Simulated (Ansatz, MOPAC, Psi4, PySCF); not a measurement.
Molecule: triaminosilylethane, C2H11N3Si, net charge 0, singlet state. SMILES: CC[Si](N)(N)N
Geometry from a B3LYP-D3(BJ)/def2-TZVP (Ansatz, a program for electronic structure) optimisation:
```
Si
N 1 1.7183
H 2 1.0066 1 120.63
H 2 1.0066 3 112.24 1 -152.41
N 1 1.7257 2 103.82 3 40.79
H 5 1.0076 1 120.38 2 -158.96
H 5 1.0083 6 110.98 1 148.85
N 1 1.7264 2 103.14 3 168.02
H 8 1.0076 1 120.56 2 164.07
H 8 1.0082 9 111.01 1 -148.88
C 1 1.8783 2 118.63 3 -75.61
H 11 1.0943 1 107.87 2 68.72
H 11 1.0969 12 105.68 1 -116.40
C 11 1.5337 12 109.98 13 -118.45
H 14 1.0913 11 111.34 12 178.58
H 14 1.0924 15 107.13 11 -121.42
H 14 1.0924 15 107.86 16 -115.48
```

Property: vertical ionisation energy to the doublet, in eV. Terms: non-relativistic; spin-orbit terms left out; valence correlation only; six Cartesian d functions in 6-31G* and its kin unless marked 5d; PM7 with its own dispersion and hydrogen-bond terms; 6-311+G** with 5d, 6d on Na to Ar in Ansatz; no dispersion term unless named; each state is the SCF solution reached for its charge and spin; open shells spin-unrestricted. Ab initio and DFT rows: single points at B3LYP-D3(BJ) geometries (Ansatz). Semi-empirical rows: differences of heats of formation at the shared geometry for vertical values.

```tsv
level	program	vertical ionisation energy to the doublet (eV)
AM1	MOPAC	8.67
PM6	MOPAC	8.69
PM7	MOPAC	8.43
MNDO	MOPAC	8.98
HF/6-31G*	Ansatz	7.95
HF/6-311+G**	Ansatz	8.12
PBE/6-31G*	Ansatz	7.81
PBE/6-311+G**	Ansatz	8.22
B3LYP/6-31G*	Ansatz	8.28
B3LYP/6-311+G**	Ansatz	8.67
M06-2X/6-31G* (5d)	PySCF	8.86
wB97X-D/6-31G*	Psi4	8.90
MP2/6-31G*	Ansatz	8.91
MP2/6-311+G**	Ansatz	9.39
PBE0/def2-TZVPD	Ansatz	8.70
wB97M-V/def2-TZVPD	Ansatz	9.13
```

No value to compare with is used here. The 14 habitual levels span 7.81 (PBE/6-31G*) to 9.39 eV (MP2/6-311+G**); wB97M-V/def2-TZVPD gives 9.13.

The levels are drawn from those run, B3LYP/6-31G* more often than the rest, none by its result; left out are runs that failed, that the program found above a lower state of the same kind, or whose <S^2> lies over 0.5 above the pure value.
